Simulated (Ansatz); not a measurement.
Consider the cleavage of the Si–Si bond: `C=C[SiH2][SiH2]Cl` + `O[SiH](F)F` → `C=C[SiH2]O[SiH](F)F` + `[SiH3]Cl`.

Isolated molecules relaxed with PBE0-D4/def2-TZVP in Ansatz; ΔE leaves out vibrations. CBS: MP2 limit from def2 TZ/QZ plus the TZ coupled-cluster correction, frozen cores. This one scheme is used for every species. DFT in def2-TZVPP. One conformer a species, not always the lowest.

CCSD(T)/CBS gives -1.16 eV.

(1) Another level gave -1.20 eV. Which?
A. PBE-D4/def2-TZVPP
B. PBE0/def2-TZVPP
C. r2SCAN-D4/def2-TZVPP
D. B2PLYP/def2-TZVPP

Largest T1 diagnostic among the species: 0.012.

## Answers

(1) D. B2PLYP -1.20, PBE-D4 -0.88, PBE0 -0.97, r2SCAN-D4 -1.10 eV.

From PBE to PBE0 (25 % exact exchange), in def2-TZVPP and without D4, ΔE moves by −0.10 eV. In def2-TZVPP, CCSD(T) changes the Hartree–Fock value by +0.28 eV (the triples alone add +0.04 eV) and MP2 by +0.24 eV.
